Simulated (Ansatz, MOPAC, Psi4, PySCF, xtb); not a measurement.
Complex: HF (SMILES F) (first 2 atoms) with CH3Br (SMILES CBr); geometry from B3LYP-D3(BJ)/def2-TZVP, rigid monomers moved along the line of their centres of mass till H2···Br4 is 3.30 Å.
(charge 0, multiplicity 1):
| atom | x (Å) | y (Å) | z (Å) |
|---|---|---|---|
| F | -0.0394 | -0.1485 | 0.6416 |
| H | -0.0625 | -0.6487 | 1.4319 |
| C | -0.2955 | 0.9127 | 4.7713 |
| Br | -0.2173 | -1.0510 | 4.7055 |
| H | -1.2340 | 1.1788 | 5.2435 |
| H | -0.2458 | 1.2659 | 3.7477 |
| H | 0.5551 | 1.2463 | 5.3540 |

| level | interaction energy (meV) | minus CCSD(T)/CBS(aug-cc-pVDZ, aug-cc-pVTZ) | cost |
|---|---|---|---|
| GFN-FF | -76.1 | 19.1 | - |
| AM1 | -33.1 | 62.1 | - |
| PM3 | -33.7 | 61.5 | - |
| PM6 | -43.8 | 51.4 | - |
| PM7 | -40.4 | 54.8 | - |
| GFN2-xTB | -79.0 | 16.2 | - |
| HF/STO-3G (no counterpoise) | -31.4 | 63.7 | - |
| HF/3-21G (no counterpoise) | -93.4 | 1.7 | - |
| HF/6-31G* | -77.8 | 17.4 | - |
| HF/6-31G* (no counterpoise) | -88.6 | 6.5 | - |
| HF/aug-cc-pVDZ | -81.5 | 13.7 | - |
| HF/aug-cc-pVTZ | -78.8 | 16.3 | - |
| PBE-D3(BJ)/def2-TZVPPD | -108.8 | -13.7 | ×1 |
| PBE-D4/def2-TZVPPD | -106.0 | -10.8 | ×1 |
| BP86/6-31G* (no counterpoise) | -84.0 | 11.1 | - |
| r2SCAN/def2-TZVPPD | -94.2 | 0.9 | ×2 |
| r2SCAN-D3(BJ)/def2-TZVPPD | -101.4 | -6.2 | ×2 |
| r2SCAN-D4/def2-TZVPPD | -99.9 | -4.8 | ×2 |
| B3LYP/6-31G* | -80.3 | 14.9 | - |
| B3LYP/6-31G* (no counterpoise) | -97.4 | -2.2 | - |
| B3LYP/def2-TZVPPD | -76.3 | 18.8 | ×1 |
| B3LYP-D3(BJ)/def2-TZVPPD | -101.3 | -6.1 | ×1 |
| B3LYP-D4/def2-TZVPPD | -95.3 | -0.1 | ×1 |
| PBE0/def2-TZVPPD | -88.7 | 6.5 | ×1 |
| PBE0-D3(BJ)/def2-TZVPPD | -104.4 | -9.3 | ×1 |
| PBE0-D4/def2-TZVPPD | -101.4 | -6.2 | ×1 |
| wB97X-V/def2-TZVPPD | -96.7 | -1.5 | ×3 |
| wB97M-V/def2-TZVPPD | -94.6 | 0.6 | ×4 |
| MP2/6-31G* | -81.7 | 13.4 | - |
| MP2/6-31G* (no counterpoise) | -103.5 | -8.3 | - |
| MP2/aug-cc-pVTZ | -92.4 | 2.8 | - |
| MP2/CBS(aug-cc-pVDZ, aug-cc-pVTZ) | -94.2 | 0.9 | - |
| SCS-MP2/aug-cc-pVDZ | -85.4 | 9.8 | - |
| SCS-MP2/aug-cc-pVTZ | -86.3 | 8.8 | - |
| CCSD/aug-cc-pVDZ | -88.2 | 7.0 | - |
| CCSD/aug-cc-pVTZ | -89.6 | 5.6 | - |
| CCSD(T)/aug-cc-pVDZ | -90.6 | 4.5 | ×4 |
| CCSD(T)/aug-cc-pVTZ | -93.0 | 2.1 | ×200* |
| CCSD(T)/CBS(aug-cc-pVDZ, aug-cc-pVTZ) | -95.2 | 0.0 | ×200* |
| SAPT0/aug-cc-pVDZ | -101.1 | -5.9 | - |

 The comparison column counts from a level with limits of its own.

The rows run from -108.8 (PBE-D3(BJ)/def2-TZVPPD) to -31.4 meV (HF/STO-3G (no counterpoise)). In aug-cc-pVTZ the value moves HF -78.8, MP2 -92.4, CCSD -89.6, CCSD(T) -93.0, a shift of -14.2 from HF to CCSD(T). From aug-cc-pVDZ to aug-cc-pVTZ CCSD(T) changes by -2.4. The dispersion term adds -7.1 in r2SCAN-D3(BJ), -5.7 in r2SCAN-D4, -25.0 in B3LYP-D3(BJ). The 5 functionals in def2-TZVPPD without D3 or D4 span 20.3, from wB97X-V to B3LYP.

Counterpoise-corrected where a basis set is named; no monomer relaxation. Rows marked so take none.

Cores are frozen in the correlated methods. Filled d and f shells under p-block atoms count as core. CBS(a, b) extrapolates the correlation energy as X⁻³ and adds the Hartree–Fock energy of set b. Rows in 3-21G, 6-31G*, STO-3G carry no dispersion term and start afresh at each structure (6-31G* with six Cartesian d functions); the Pople sets are all-electron and without relativity. MP2/6-31G* freezes PySCF's default core, which leaves 3d correlated. The state reached by AM1, PM3, PM6, PM7 isn't checked; PM7 holds dispersion and hydrogen-bond terms.

Run with Ansatz (an electronic-structure program); MOPAC for AM1, PM3, PM6, PM7 (differences of heats of formation); Psi4 for SAPT; PySCF for 3-21G rows, 6-31G* rows, STO-3G rows, the dispersion terms; xtb for the GFN methods. 

Costs are rough ratios of core time to PBE/def2-TZVPPD (about 3 s over the structures, on one shared machine); a dash marks a level with no comparable run of its own. A star marks coupled-cluster runs past 200 virtual orbitals, where the program's memory plan changes under this machine's limit, so their costs aren't comparable with smaller runs.
